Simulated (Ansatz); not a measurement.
Two members of one family (GaN nanocrystals, H-capped) that differ in charge, which shifts all levels, computed with Ansatz in the gas phase. The two geometries come from different levels. Levels of anions in sets without diffuse functions are rough. The structures are stationary points that may keep the symmetry of their start.

First: Ga5N4H16⁻, cut from zinc blende, disc (singlet, charge -1, r2SCAN-D4/def2-SVP geometry).

```xyz
25

N    -0.391   -0.107   -1.715
N     2.163   -0.019    0.060
N    -0.945    1.832    0.645
N    -0.477   -1.188    1.211
Ga   -1.277    1.602   -1.333
Ga    1.566   -0.076   -1.869
Ga   -1.088   -1.633   -0.635
Ga    1.467   -1.309    1.450
Ga   -1.368    0.380    1.985
H    -0.709   -0.346   -2.663
H     2.069    0.937    0.413
H     3.175   -0.167    0.034
H    -1.516    2.635    0.926
H     0.014    2.156    0.791
H    -0.844   -1.977    1.759
H    -0.521    2.823   -2.015
H    -2.844    1.503   -1.503
H     2.086    1.290   -2.491
H     2.130   -1.430   -2.457
H    -0.364   -2.964   -1.106
H    -2.674   -1.600   -0.669
H     2.023   -2.730    1.038
H     1.932   -0.693    2.839
H    -2.941    0.226    1.977
H    -0.665    0.854    3.330
```

| level | HOMO (eV) | LUMO (eV) | gap (eV) |
| --- | --- | --- | --- |
| PBE-D4/def2-SVP | -2.35 | 2.47 | 4.82 |
| PBE-D4/def2-TZVP | -2.48 | 2.07 | 4.55 |
| r2SCAN-D4/def2-TZVP | -2.78 | 2.47 | 5.26 |
| PBE0-D4/def2-SVP | -3.59 | 3.27 | 6.86 |
| PBE0-D4/def2-TZVP | -3.69 | 2.85 | 6.54 |

Second: Ga6N6H18, cut from wurtzite (singlet, charge 0, PBE-D4/def2-SVP geometry).

```xyz
30

N     1.4458    0.9453   -1.6896
Ga    1.1570    1.8989    0.0588
Ga   -1.7823    1.3085   -1.3108
N    -0.7514    1.8550    0.3315
N     1.8951    0.5755    1.3843
Ga   -1.2946    0.9086    2.0261
Ga    0.6102   -0.8667   -1.9558
N    -1.2424   -0.6264   -1.4761
N     1.4000   -1.9209   -0.4342
Ga    1.1058   -1.2750    1.4491
Ga   -1.8315   -1.8026    0.0511
N    -0.7979   -0.9930    1.5792
H     0.9559    1.5446   -2.3797
H     2.4355    0.9553   -1.9732
H     1.9607    3.2561    0.1049
H    -1.0750    2.0695   -2.5482
H    -3.3349    1.4369   -1.0661
H    -1.0464    2.8319    0.4923
H     2.9238    0.5527    1.3691
H     1.6420    0.9829    2.3036
H    -0.2411    1.3857    3.1552
H    -2.8486    1.0387    2.2672
H     1.0234   -1.4833   -3.3476
H    -1.7982   -0.9683   -2.2772
H     2.3877   -2.1594   -0.6066
H     0.8895   -2.8218   -0.4680
H     1.8723   -2.1827    2.4867
H    -3.3852   -1.6696    0.2931
H    -1.1583   -3.2468   -0.2206
H    -1.1168   -1.5296    2.4017
```

Q: Estimate the same table for the second.

A: 
```json
{"level": "PBE-D4/def2-SVP", "HOMO (eV)": "-5.94", "LUMO (eV)": "-0.92", "gap (eV)": "5.02"}
{"level": "PBE-D4/def2-TZVP", "HOMO (eV)": "-6.04", "LUMO (eV)": "-1.28", "gap (eV)": "4.76"}
{"level": "r2SCAN-D4/def2-TZVP", "HOMO (eV)": "-6.32", "LUMO (eV)": "-0.79", "gap (eV)": "5.53"}
{"level": "PBE0-D4/def2-SVP", "HOMO (eV)": "-7.17", "LUMO (eV)": "-0.07", "gap (eV)": "7.10"}
{"level": "PBE0-D4/def2-TZVP", "HOMO (eV)": "-7.23", "LUMO (eV)": "-0.48", "gap (eV)": "6.75"}
```
